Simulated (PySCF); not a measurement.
## `C#Cc1cccc(C(=O)OC)c1`: 4 charge schemes on one density

Species: C10H8O2.
Numbering: `[CH:1]#[C:2][c:3]1[cH:4][cH:5][cH:6][c:7]([C:8](=[O:9])[O:10][CH3:11])[cH:12]1` (hydrogens: H13 on C1; H14 on C4; H15 on C5; H16 on C6; H17, H18, H19 on C11; H20 on C12)

Structure used (PBE0-D3(BJ)/def2-SVP), in Å, numbered top down from 1:
```
atom  x, y, z in Å
C1     3.701    0.423   -2.206
C2     2.884    0.329   -1.315
C3     1.922    0.218   -0.263
C4     2.330    0.257    1.081
C5     1.392    0.155    2.105
C6     0.041    0.014    1.805
C7    -0.375   -0.029    0.470
C8    -1.831   -0.183    0.203
O9    -2.677   -0.230    1.060
O10   -2.106   -0.262   -1.103
C11   -3.474   -0.416   -1.435
C12    0.559    0.071   -0.561
H13    4.425    0.507   -2.996
H14    3.391    0.370    1.311
H15    1.721    0.186    3.146
H16   -0.715   -0.067    2.587
H17   -3.872   -1.357   -1.027
H18   -4.072    0.414   -1.031
H19   -3.526   -0.426   -2.530
H20    0.228    0.036   -1.599
```

Density: PBE0/pcSseg-1 (PySCF); schemes: Mulliken, IAO, Hirshfeld and ESP-fitted. Isolated species at its PBE0-D3(BJ)/def2-SVP geometry (one conformer only).

Problem. Give the atomic charges in each scheme.

Solution. In e; atoms taken as equivalent share a row and are averaged (×n: the atom named and its like, n in all):

| atom | environment | Mulliken | IAO | Hirshfeld | ESP-fitted |
| --- | --- | --- | --- | --- | --- |
| C1 | terminal alkyne carbon | -0.394 | -0.228 | -0.107 | -0.327 |
| C2 | alkyne carbon | +0.471 | -0.029 | -0.044 | -0.178 |
| C3 | substituted aromatic carbon | -0.352 | -0.016 | +0.008 | +0.375 |
| C4 | aromatic CH carbon | +0.017 | -0.122 | -0.028 | -0.276 |
| C5 | aromatic CH carbon | -0.070 | -0.147 | -0.041 | -0.118 |
| C6 | aromatic CH carbon | +0.052 | -0.121 | -0.032 | -0.099 |
| C7 | substituted aromatic carbon | -0.423 | -0.061 | -0.021 | -0.189 |
| C8 | ester carbonyl carbon | +0.638 | +0.512 | +0.205 | +0.791 |
| O9 | ester carbonyl oxygen | -0.416 | -0.470 | -0.252 | -0.545 |
| O10 | ester single-bonded oxygen | -0.484 | -0.336 | -0.090 | -0.294 |
| C11 | methoxy carbon | -0.030 | -0.208 | -0.033 | -0.271 |
| C12 | aromatic CH carbon | +0.159 | -0.119 | -0.034 | -0.250 |
| H13 | alkyne hydrogen | +0.069 | +0.204 | +0.097 | +0.288 |
| H14 | aromatic hydrogen | +0.094 | +0.165 | +0.058 | +0.189 |
| H15 | aromatic hydrogen | +0.105 | +0.160 | +0.058 | +0.149 |
| H16 | aromatic hydrogen | +0.097 | +0.175 | +0.054 | +0.145 |
| H17/H18/H19 | methyl hydrogen | +0.125 | +0.155 | +0.051 | +0.146 |
| H20 | aromatic hydrogen | +0.093 | +0.177 | +0.050 | +0.173 |

Mean size of the charges over all atoms: ESP-fitted 0.255 e, Mulliken 0.217 e, IAO 0.186 e, Hirshfeld 0.068 e. Each set sums to the total charge, 0, to within 0.001 e. The ESP scheme fits charges at the nuclei, held to the total charge, to the electrostatic potential on points at 1.4 to 2.0 times the van der Waals radii.

Lowest charge. The schemes don't all agree: Mulliken O10 (-0.484); IAO O9 (-0.470); Hirshfeld O9 (-0.252); ESP-fitted O9 (-0.545).

Highest charge. All schemes agree: Mulliken C8 (+0.638); IAO C8 (+0.512); Hirshfeld C8 (+0.205); ESP-fitted C8 (+0.791).

Problem. How many electrons does the IAO scheme count on C3?

Solution. Z − q = 6 − (-0.016) = 6.016.

Problem. Sum the charges by element.

Solution. 
```json
{"element": "C", "atoms": "10", "Mulliken": "+0.067", "IAO": "-0.538", "Hirshfeld": "-0.128", "ESP-fitted": "-0.542"}
{"element": "O", "atoms": "2", "Mulliken": "-0.899", "IAO": "-0.807", "Hirshfeld": "-0.342", "ESP-fitted": "-0.840"}
{"element": "H", "atoms": "8", "Mulliken": "+0.832", "IAO": "+1.345", "Hirshfeld": "+0.470", "ESP-fitted": "+1.381"}
```

Problem. How closely do the schemes follow one another over all atoms?

Solution. Correlation coefficient and root-mean-square difference: IAO with Hirshfeld 0.96, 0.138 e; IAO with ESP-fitted 0.92, 0.131 e; Hirshfeld with ESP-fitted 0.91, 0.222 e; Mulliken with IAO 0.73, 0.196 e; Mulliken with Hirshfeld 0.68, 0.232 e; Mulliken with ESP-fitted 0.57, 0.273 e.
